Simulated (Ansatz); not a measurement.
`C[O][Ga]([OH])[Br]` + HBr → `[OH][Ga]([Br])[Br]` + CH₃OH at 500 K and 1 bar (ligand exchange at a Ga–O bond).

Calculated with Ansatz (gas phase, PBE0-D4/def2-TZVP geometries, no zero-point term in ΔE). CCSD(T)/CBS is the MP2 limit (def2-TZVPP, def2-QZVPP) plus CCSD(T) − MP2 in def2-TZVPP, frozen cores. This one scheme is used for every species. For Br, Ga outer-core shells are correlated without core-valence functions, which leaves a few kJ/mol of doubt a bond. Scalar relativity is left out up to krypton. Each species was taken in one conformer, which may not be the lowest.

```json
{"species": "`C[O][Ga]([OH])[Br]`", "CCSD(T)/CBS energy (Eh)": "-4688.17187", "H − E (kJ/mol)": "196.0", "S (J/(mol·K))": "448.6"}
{"species": "HBr", "CCSD(T)/CBS energy (Eh)": "-2573.91920", "H − E (kJ/mol)": "30.5", "S (J/(mol·K))": "213.7"}
{"species": "`[OH][Ga]([Br])[Br]`", "CCSD(T)/CBS energy (Eh)": "-7146.50037", "H − E (kJ/mol)": "77.6", "S (J/(mol·K))": "403.7"}
{"species": "CH₃OH", "CCSD(T)/CBS energy (Eh)": "-115.61712", "H − E (kJ/mol)": "157.0", "S (J/(mol·K))": "265.4"}
```

H − E and S are ideal-gas, rigid-rotor, harmonic terms from PBE0-D4/def2-TZVP, for one conformer and one mirror image of each species. 1 Eh = 2625.50 kJ/mol, R = 8.31446 J/(mol·K).

Question: By hand: ΔE, ΔH, ΔS and ΔG.

Answer: ΔE = (-7146.50037) + (-115.61712) − (-4688.17187) − (-2573.91920) = -0.02642 Eh = -69.4 kJ/mol. Δ(H − E) = 77.6 + 157.0 − 196.0 − 30.5 = 8.1, so ΔH = -61.3 kJ/mol. ΔS = 403.7 + 265.4 − 448.6 − 213.7 = 6.8 J/(mol·K). ΔG = -61.3 − 500 × (6.8)/1000 = -64.7 kJ/mol.

Question: By hand: the equilibrium constant, and the temperature at which ΔG would vanish if ΔH and ΔS stayed fixed.

Answer: log₁₀ K = −ΔG/(RT ln 10) = 6.8. ΔH and −TΔS have one sign here, so there is no such temperature.

The number of gas molecules stays the same, so ΔS is small and ΔH decides. A doubt of 5 kJ/mol in ΔE shifts log₁₀ K by 0.5 here. Other conformers and mirror images would add mixing entropy, several J/(mol·K) or more a flexible species. These are equilibria of isolated gas molecules and say nothing of rates. Largest T1 diagnostic: 0.012 (customary marks: 0.02 for closed shells, 0.045 for open ones).

ΔS is within the doubt of such terms, so its sign, and with it that verdict, could turn.
